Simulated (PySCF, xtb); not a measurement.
SSn, SMILES [S]=[Sn] (connectivity only; charge and spin as stated), neutral, multiplicity 1.

GFN2-xTB in xtb at its own geometry gives an orbital gap of 2.84 eV and a dipole moment of 7.70 D.

Geometry optimised at PBE-D3(BJ)/def2-TZVP. The def2 effective core potentials stand for the cores of Sn; spin–orbit coupling is left out.

Task: What does ωB97X/def2-TZVPD (PySCF) give? (The exact figures need the calculation; the answer reports its results.)

Result: gap 8.62 eV (levels -9.45 and -0.83 eV), dipole 3.93 D.
